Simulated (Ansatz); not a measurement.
Cost and result for the atomization energy of `B1[NH][AlH][SiH2]1` (9 atoms, 9 bonds).

```xyz
9

B    -0.8843   -0.7164    0.1795
N    -0.1034   -0.3418    1.2934
Al    1.1546    0.7812    0.5896
Si   -0.0420    0.2461   -1.4280
H    -1.8269   -1.4533    0.2684
H    -0.3188   -0.6931    2.2167
H     2.2775    1.4960    1.4586
H    -0.8598    1.2868   -2.1115
H     0.6030   -0.6054   -2.4666
```

The species carries charge 0 and has multiplicity 1. The geometry is a stationary point of PBE0-D4/def2-TZVP. Program: Ansatz. All runs use 2 threads of an Intel Xeon 6975P-C on a shared host. Times are those of one run each, without the atoms' runs, and a repeat can differ threefold. Electronic energies, without spin–orbit coupling; frozen cores. CCSD(T)/CBS adds CCSD(T) − MP2 in def2-TZVPP to the MP2 limit, and its time is that of the two runs behind it. T1 = 0.015. B3LYP takes the VWN-RPA correlation (the form of Gaussian; ORCA's B3LYP/G).

CCSD(T)/CBS is a level of theory with its own doubt, some kJ/mol a heavy atom from the limit and from the frozen cores, so smaller differences don't rank the functionals.

```json
{"level": "LDA (SPW92)/def2-TZVPP", "functions": "216", "wall time": "0.95 s"}
{"level": "CCSD(T)/def2-SVP", "functions": "89", "wall time": "1.5 s"}
{"level": "CAM-B3LYP-D4/def2-TZVPP", "functions": "216", "wall time": "2.4 s"}
{"level": "r2SCAN-D4/def2-TZVPP (with forces)", "functions": "216", "wall time": "3 s"}
{"level": "r2SCANh-D4/def2-TZVPP", "functions": "216", "wall time": "3 s"}
{"level": "B3LYP-D4/def2-TZVPP (with forces)", "functions": "216", "wall time": "3.2 s"}
{"level": "B2PLYP/def2-TZVPP", "functions": "216", "wall time": "3.6 s"}
{"level": "PBE-QIDH/def2-TZVPP", "functions": "216", "wall time": "3.8 s"}
{"level": "ωB97X-V/def2-TZVPP", "functions": "216", "wall time": "5 s"}
{"level": "B97M-V/def2-TZVPP", "functions": "216", "wall time": "5.5 s"}
{"level": "MP2/def2-QZVPP", "functions": "404", "wall time": "13 s"}
{"level": "CCSD(T)/def2-TZVPP", "functions": "216", "wall time": "22 s"}
{"level": "CCSD(T)/CBS(def2)", "functions": "–", "wall time": "35 s"}
```

(1) What atomization energy does each give, and how far from CCSD(T)/CBS? (Estimate.)

Answers

(1) Computed: 
```tsv
level	atomization (kJ/mol)	difference from CCSD(T)/CBS	per bond
LDA (SPW92)/def2-TZVPP	3293.4	377.3	41.9
CCSD(T)/def2-SVP	2738.7	-177.4	-19.7
CAM-B3LYP-D4/def2-TZVPP	2937.6	21.5	2.4
r2SCAN-D4/def2-TZVPP (with forces)	2936.2	20.1	2.2
r2SCANh-D4/def2-TZVPP	2920.5	4.4	0.5
B3LYP-D4/def2-TZVPP (with forces)	2927.2	11.1	1.2
B2PLYP/def2-TZVPP	2887.9	-28.2	-3.1
PBE-QIDH/def2-TZVPP	2900.1	-16.0	-1.8
ωB97X-V/def2-TZVPP	2950.0	33.9	3.8
B97M-V/def2-TZVPP	2964.0	47.9	5.3
MP2/def2-QZVPP	2909.0	-7.1	-0.8
CCSD(T)/def2-TZVPP	2834.5	-81.6	-9.1
CCSD(T)/CBS(def2)	2916.1	0.0	0.0
```

Leaving LDA and LC-ωPBE aside and taking each functional with its dispersion term where it has one, the values, not all of them listed here, spread over 95.9 kJ/mol, from BHLYP-D4 to B97M-V. LDA lies +358.8 kJ/mol from PBE without D4, its usual overbinding. The D4 term adds +31.3 kJ/mol with B3LYP and +16.2 kJ/mol with PBE0; it sums over pairs of atoms, weighted by their polarisabilities, and B3LYP, whose exchange is more repulsive, gets the larger term. From PBE to PBE0 (25 % exact exchange), in def2-TZVPP and without D4, the atomization energy moves by −31.1 kJ/mol: exact exchange takes away binding that semilocal exchange gives to molecules.
